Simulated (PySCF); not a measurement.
**How methods differ on the excitation energy of Nb⁺**

Nb⁺ [Kr] 4d4 (5D) → Nb⁺ [Kr] 4d3 5p1 (high-spin determinant), as a difference of total energies. Calculation: PySCF 2.14, in def2-TZVPPD with the def2 core potential (28 electrons) (6s4p3d2f1g, 56 functions); a scalar-relativistic core potential. Correlated levels: valence: 4s2 4p6 frozen; valence and next inner shell: nothing frozen outside the core potential. The calculations carry no spin-orbit coupling.

```tsv
method	excitation energy (cm⁻¹)
UHF	31945
LDA	36207
PBE	35159
BHandHLYP	34760
M06-L	35835
wB97X-V	35542
LC-wPBE	36684
MP2 (valence)	34239
SCS-MP2 (valence)	32710
MP2 (valence and next inner shell)	36029
SCS-MP2 (valence and next inner shell)	34582
```

The determinant of the upper state mixes LS terms, which raises its energy above the lowest term, most at the Hartree-Fock and MP2 levels.
